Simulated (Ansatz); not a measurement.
Input file for AsI3, SMILES `I[As](I)I`:

```yaml
crystal:
  periodic: [false, false, false]
  atoms:
    - {symbol: I, position_ang: [0.807203, 0.749741, 2.013557]}
    - {symbol: As, position_ang: [-0.790147, -0.214265, 0.273223]}
    - {symbol: I, position_ang: [0.629921, -2.085466, -0.722504]}
    - {symbol: I, position_ang: [-0.646979, 1.549991, -1.564266]}
basis:
  gaussian: {orbitals: def2-SVP}
correlation: {method: ccsd_t}
```

```sh
$ ansatz run in.yaml --threads 4 --pin off --events-out ev --progress --plain --max-ram 10444MiB
```

The program prints (abridged):

```
Functional definition: HF
1322 factors; integrals over basis functions are off by at most 3.3e-4 eV
mean field evaluation 1: about -85004.8161 eV, gradient 2.4e1 eV
mean field evaluation 2: about -85004.9126 eV, gradient 2.4e1 eV
mean field evaluation 4: about -85007.1099 eV, gradient 2.2e0 eV
mean field evaluation 8: about -85007.1695 eV, gradient 8.0e-2 eV
mean field -85007.16954316 eV, -3123.9558607820 hartree, gradient 2.5e-6 eV, S^2 0.000000; 0 other end points of the search recorded, 0 dependent functions left out
21 core orbitals not correlated: weight in the atoms' cores, before any rotation towards them, 1.000 or more for the frozen orbitals, at most 0.000 for the correlated occupied ones
reference -85007.16954316 eV, -3123.9558607820 hartree; 33, 33 occupied and 56, 56 virtual orbitals, 1322 factors
second order -15.91719685 eV of doubles, -0.00000000 eV of singles
cycle   1  -15.86606143 eV  change    5.1e-2 eV  update   1.0e-1
cycle   2  -16.26462446 eV  change   -4.0e-1 eV  update   3.2e-2
cycle   3  -16.33373521 eV  change   -6.9e-2 eV  update   1.7e-2
cycle   4  -16.32132175 eV  change    1.2e-2 eV  update   5.2e-3
cycle   5  -16.32338617 eV  change   -2.1e-3 eV  update   3.0e-3
cycle   6  -16.32276465 eV  change    6.2e-4 eV  update   1.0e-3
cycle   7  -16.32256104 eV  change    2.0e-4 eV  update   4.2e-4
cycle   8  -16.32271065 eV  change   -1.5e-4 eV  update   1.2e-4
cycle   9  -16.32269474 eV  change    1.6e-5 eV  update   5.6e-5
perturbative correction -0.51459585 eV, -0.0189110488 hartree
Total energy: -85024.00683375 eV, -3124.5746197987 hartree
```

Run time 3.7 s (4 threads of an Intel Xeon 6975P-C on a shared host); peak host memory 0.51 GiB.

The correlation energy is -16.837 eV, 3.1 % of it from (T); the T1 diagnostic reads 0.0091.
